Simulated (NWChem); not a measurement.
# A calculation on H3BN (+1)

```xyz
5

B      0.0000     0.0000     0.7856
N      0.0000     0.0000    -0.5304
H      0.0000     0.0000     1.9726
H      0.8584     0.0000    -1.0941
H     -0.8584     0.0000    -1.0941
```
Charge +1, spin multiplicity 1.

Program: NWChem. Structure: optimised with PBE0/def2-SVP, a minimum by its harmonic frequencies. It is one conformer; others weren't searched.

Symmetry labels belong to the abelian group C2v used in the runs, with the axes of the coordinates shown.

The spin multiplicity of the parent species was assumed, not shown to be that of its ground state. The structure started from a generated list of species.

Problem. List the lowest 6 singlet excitations that TD-PBE/def2-SVPD gives, with oscillator strengths.

Solution. 
```tsv
state	symmetry	energy (eV)	wavelength (nm)	f
1	a2	5.54	224	0.000
2	b1	8.74	142	0.041
3	a1	8.76	142	0.137
4	b2	9.64	129	0.040
5	b2	10.56	117	0.086
6	b2	11.50	108	0.003
```
